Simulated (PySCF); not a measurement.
**How methods differ on the excitation energy of Si**

Si [Ne] 3s2 3p2 (3P) → Si [Ne] 3s1 3p2 3d1 (high-spin determinant), as a difference of total energies. All numbers are calculated (PySCF 2.14, the non-relativistic Hamiltonian (point nucleus), in aug-cc-pwCVTZ). Correlated levels: valence: [Ne] frozen. The calculations carry no spin-orbit coupling.

```json
{"method": "UHF", "excitation energy (cm⁻¹)": "82412"}
{"method": "MP2 (valence)", "excitation energy (cm⁻¹)": "90805"}
{"method": "SCS-MP2 (valence)", "excitation energy (cm⁻¹)": "94218"}
{"method": "CCSD (valence)", "excitation energy (cm⁻¹)": "91123"}
{"method": "CCSD(T) (valence)", "excitation energy (cm⁻¹)": "90909"}
```

The upper state lies above the first ionisation limit, but in LS coupling its spin forbids autoionisation to the ground ion.

The promoted electron is Rydberg-like, and one or two diffuse shells describe it only roughly, which tends to raise the upper state.

The coupled-cluster amplitudes are large for the upper state (T1 above 0.03 or a double amplitude above 0.15), so a single reference is strained.

The determinant of the upper state mixes LS terms, which raises its energy above the lowest term, most at the Hartree-Fock and MP2 levels.
